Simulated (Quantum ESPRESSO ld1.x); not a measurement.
ld1.x (Quantum ESPRESSO 7.5) input

```
 &input
    atom='Pd',
    iswitch=1,
    rel=2,
    dft='REVPBE',
    config='[Kr] 4d8 5s0 5p0',
    rel_dist='average',
    verbosity='high',
    lsmall=.true.,
    prefix='ld1',
    max_out_wfc=37,
    file_charge='ld1.rho',
 /
```

Command: `OMP_NUM_THREADS=1 ld1.x < ld1.in > ld1.out`

It prints (banner and zero overlaps left out):

```
     Program LD1 v.7.5 starts

     --------------------------- All-electron run ----------------------------

     dirac relativistic calculation

     atomic number is 46.00
     dft =REVPBE   lsd =0 sic =0 latt =0  beta=0.20 tr2=1.0E-14
     Exchange-correlation= REVPBE
                           (   1   4   4   4   0   0   0)
     mesh =2055 r(mesh) =  99.81901 a.u. xmin = -8.00 dx = 0.00800
     1 Ry =  13.60569312 eV, c = 137.03599908

     n l j   nl                  e(Ry)          e(Ha)          e(eV)
     Spin orbit split results
     1 0 0.5 1S 1( 2.00)   -1777.128084414    -888.564042207 -24179.0593568
     2 0 0.5 2S 1( 2.00)    -260.996100468    -130.498050234  -3551.0328493
     2 1 0.5 2P 1( 2.00)    -242.193023958    -121.096511979  -3295.2039605
     2 1 1.5 2P 1( 4.00)    -230.478522242    -115.239261121  -3135.8200451
     3 0 0.5 3S 1( 2.00)     -48.589032771     -24.294516385   -661.0874690
     3 1 0.5 3P 1( 2.00)     -41.172421153     -20.586210576   -560.1793273
     3 1 1.5 3P 1( 4.00)     -39.130252987     -19.565126494   -532.3942140
     4 0 0.5 4S 1( 2.00)      -8.109994362      -4.054997181   -110.3420945
     4 1 0.5 4P 1( 2.00)      -5.812260493      -2.906130246    -79.0798326
     4 1 1.5 4P 1( 4.00)      -5.481875091      -2.740937546    -74.5847102
     3 2 1.5 3D 1( 4.00)     -26.013378452     -13.006689226   -353.9300443
     3 2 2.5 3D 1( 6.00)     -25.606185044     -12.803092522   -348.3898958
     4 2 1.5 4D 1( 3.20)      -2.025203846      -1.012601923    -27.5543020
     4 2 2.5 4D 1( 4.80)      -1.986508998      -0.993254499    -27.0278318
     5 0 0.5 5S 1( 0.00)      -1.476493327      -0.738246664    -20.0887151
     5 1 0.5 5P 1( 0.00)      -1.049828097      -0.524914049    -14.2836389
     5 1 1.5 5P 1( 0.00)      -1.020468477      -0.510234239    -13.8841809
     Averaged results
     1 0     1S 1( 2.00)   -1777.128084414    -888.564042207 -24179.0593568
     2 0     2S 1( 2.00)    -260.996100468    -130.498050234  -3551.0328493
     2 1     2P 1( 6.00)    -234.383356147    -117.191678074  -3188.9480169
     3 0     3S 1( 2.00)     -48.589032771     -24.294516385   -661.0874690
     3 1     3P 1( 6.00)     -39.810975709     -19.905487855   -541.6559184
     4 0     4S 1( 2.00)      -8.109994362      -4.054997181   -110.3420945
     4 1     4P 1( 6.00)      -5.592003558      -2.796001779    -76.0830844
     3 2     3D 1(10.00)     -25.769062407     -12.884531203   -350.6059552
     4 2     4D 1( 8.00)      -2.001986937      -1.000993469    -27.2384199
     5 0     5S 1( 0.00)      -1.476493327      -0.738246664    -20.0887151
     5 1     5P 1( 0.00)      -1.030255017      -0.515127509    -14.0173336

     final scf error:  7.5E-15 reached in  25 iterations

     Etot =  -10092.139086 Ry,   -5046.069543 Ha, -137310.547357 eV

     Ekin =   10541.727893 Ry,    5270.863946 Ha,  143427.514696 eV
     Encl =  -24383.464419 Ry,  -12191.732209 Ha, -331753.934159 eV
     Eh   =    4036.950659 Ry,    2018.475330 Ha,   54925.511823 eV
     Exc  =    -287.353219 Ry,    -143.676610 Ha,   -3909.639717 eV
```

Run on one thread of a shared host, so times are rough (Intel(R) Xeon(R) Processor @ 2.60GHz): 0.72 s of CPU time, 0.78 s wall, 25 iterations on 2055 mesh points.
